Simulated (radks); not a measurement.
The numbers below are computed, except where a source is named.
Orbital eigenvalues (eV) of the carbon ion C+, [He] 2s2 2p1, at several levels of relativity; Dirac values are averaged over j with weights 2j + 1. Spin-unpolarised spherical Kohn-Sham, PBE, point nucleus unless stated (finite: rms radius 2.4702 fm), a radial shooting solver on a logarithmic mesh with Libxc functionals. A level marked "c x" has the speed of light scaled by that factor and shares open shells by 2j + 1; other Dirac levels either fill j = l - 1/2 first or share by 2j + 1.

shell  non-rel.  scalar-rel., finite nucleus  Dirac, low j first  Dirac, 2j+1 shares, finite nucleus  change of magnitude, last against first (%)
1s      -288.27                      -288.39             -288.38                             -288.39                                        +0.04
2s      -25.745                      -25.758             -25.756                             -25.758                                        +0.05
2p      -17.008                      -17.005             -17.002                             -17.004                                        -0.02
